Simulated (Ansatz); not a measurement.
`F[Si](F)(F)S` + `O[Si](Cl)(Cl)Cl` → `F[Si](F)(F)O[Si](Cl)(Cl)Cl` + H₂S  (ligand exchange at the Si–S bond)

Program: Ansatz. Geometries: PBE0-D4/def2-TZVP. ΔE: electronic, gas phase. CBS: MP2 limit from def2 TZ/QZ plus the TZ coupled-cluster correction, frozen cores. This one scheme is used for every species. Functionals use def2-TZVPP. One conformer a species, not always the lowest.

| level | ΔE (eV) |
| --- | --- |
| B97M-V | -0.71 |
| r2SCAN0-D4 | -0.72 |
| B2PLYP | -0.72 |
| PBE0 | -0.58 |
| BHLYP | -0.80 |
| RPA@PBE/def2-TZVPP | -0.79 |
| MP2/CBS(def2) | -0.69 |
| CCSD/CBS(def2) | -0.78 |

Q: What does CCSD(T)/CBS give? (An estimate is asked.)

A: The calculation gave: -0.74 eV. The listed levels differ from it by 0.03, 0.02, 0.02, 0.16, -0.06, -0.05, 0.05, -0.04 eV.

Largest T1 diagnostic among the species: 0.012.

From BLYP to BHLYP (50 % exact exchange), in def2-TZVPP and without D4, ΔE moves by −0.19 eV. In def2-TZVPP, CCSD(T) changes the Hartree–Fock value by +0.18 eV (the triples alone add +0.04 eV) and MP2 by +0.22 eV. Leaving LDA and LC-ωPBE aside and taking each functional with its dispersion term where it has one, the values, not all of them listed here, spread over 0.34 eV, from BHLYP-D4 to PBE-D4. LDA lies −0.06 eV from PBE without D4.
